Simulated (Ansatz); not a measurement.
The same atomization along the group F, Cl, Br.

Isolated molecules relaxed with PBE0-D4/def2-TZVP in Ansatz; ΔE leaves out vibrations. CCSD(T)/CBS is the MP2 limit (def2-TZVPP, def2-QZVPP) plus CCSD(T) − MP2 in def2-TZVPP, frozen cores. This one scheme is used for every species, atoms too. Functionals use def2-TZVPP. No spin–orbit coupling; open shells (•) take unrestricted orbitals. Spin–orbit coupling would lower the free atoms: a little for C, Cl, F; clearly for Br, Ga. Bonds to Br, Ga are less sure, by a few kJ/mol each and by 10 to 20 or more in all where they break to atoms, as the def2 sets lack core-valence functions. Scalar relativity is left out up to krypton.

```tsv
reaction	ωB97X-V (kcal/mol)	r2SCAN-D4 (kcal/mol)	HF/CBS(def2) (kcal/mol)
`[CH3][Ga]([F])[F]` → C• + 2 F• + Ga• + 3 H•	603.8	605.1	446.4
`[CH3][Ga]([Cl])[Cl]` → C• + 2 Cl• + Ga• + 3 H•	552.9	555.7	419.8
`[CH3][Ga]([Br])[Br]` → C• + 2 Br• + Ga• + 3 H•	529.9	535.1	400.5
```

Task: Give the CCSD(T)/CBS values in the same order. (An estimate is asked.)

Result: The calculation gave: 605.7, 552.7, 534.1 kcal/mol.

Largest T1 diagnostic: 0.014, for `[CH3][Ga]([F])[F]`.

For atomizations the MP2-based limit and the directly extrapolated one differ by several kJ/mol either way, and by 10 to 25 for some Ge, Se and Sn compounds, so smaller differences from it don't rank the levels.
